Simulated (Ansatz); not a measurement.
A made-up structure of GeSiH$_{4}$O, singlet:

O1  (-1.733, -1.526, 1.112)
Si2  (-0.764, -1.138, 0.006)
Ge3  (0.549, 0.854, 0.032)
H4  (-2.156, -1.778, 1.948)
H5  (0.206, 1.687, -1.213)
H6  (0.266, 1.653, 1.306)
H7  (2.035, 0.465, -0.040)
(Å)

It is relaxed with PBE-D4/def2-SVP and then PBE0-D4/def2-TZVP (Ansatz 0.2.0). Atoms count as bonded within 1.22 times the sum of their covalent radii (H–H: 0.88 Å). The end point is not checked to be a true minimum.

Task: Does its bonding change? (A judgement: the text doesn't fix the answer.)

Result: Computed: No: no bond forms or breaks.

Where it ends: The first stage lowers the energy by 1.20 eV in 15 steps. It ends as GeSiH₄O ([OH][Si][GeH3]):
```
7
angstrom
O -1.6580 -1.5306 1.1141
Si -0.8165 -1.4946 -0.3065
Ge 0.3985 0.6391 0.0682
H -1.5558 -0.8224 1.7567
H 0.1073 1.7040 -1.0112
H -0.0051 1.2606 1.4333
H 1.9321 0.4603 0.0970
```

Labels in which every atom is bracketed show which atoms are joined, not bond orders.

For scale, one of the runs: PBE0-D4/def2-TZVP relaxation, 140 basis functions, launched by `ansatz run in.yaml --threads 2 --pin off --events-out ev --progress --plain --max-ram 4352MiB`. The run took about 26 s on 2 CPU threads of an Arm Neoverse V1 (shared host).
